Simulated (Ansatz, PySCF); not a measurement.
Spin gap between two states, R1 and P1; the higher of the two is an excited state, each structure at its B3LYP-D3(BJ)/def2-TZVP stationary point, reached from a drawn start (curvature not checked).
R1, SiH2 (SMILES [SiH2]) (charge 0, multiplicity 1, Z-matrix in Å and degrees):
```
Si
H 1 1.5233
H 1 1.5233 2 91.49
```
P1, SiH2 (SMILES [SiH2]) (charge 0, multiplicity 3):
```xyz
3

Si     0.00000     0.00000     0.50650
H      0.00000     1.27564    -0.25325
H      0.00000    -1.27564    -0.25325
```

P less R. No zero-point or thermal terms; singlets are restricted closed shells; open shells are unrestricted.

Cores are frozen in the correlated methods. CBS: X⁻³ extrapolation of the correlation energy, Hartree–Fock from the larger set.

Programs: Ansatz (a quantum-chemistry and plane-wave program) with Gaussian orbitals; PySCF for the D3/D4 terms. No computed number here is a measurement.

The comparison value is 20.48 kcal/mol (CCSD(T)/CBS(cc-pV(T+d)Z, cc-pV(Q+d)Z)). It is a level with limits of its own, not the exact answer.

Q: Order these levels by how close they come to the comparison value for the spin gap, closest first: B3LYP-D3(BJ)/def2-TZVPP, BHLYP-D3(BJ)/def2-TZVPP, revPBE-D3(BJ)/def2-TZVPP, PBE-D3(BJ)/def2-TZVPP, r2SCAN/def2-TZVPP. Give each level's value less the comparison value.

A: B3LYP-D3(BJ)/def2-TZVPP (0.03 kcal/mol), BHLYP-D3(BJ)/def2-TZVPP (-1.12 kcal/mol), PBE-D3(BJ)/def2-TZVPP (-4.32 kcal/mol), revPBE-D3(BJ)/def2-TZVPP (-4.89 kcal/mol), r2SCAN/def2-TZVPP (-9.71 kcal/mol)
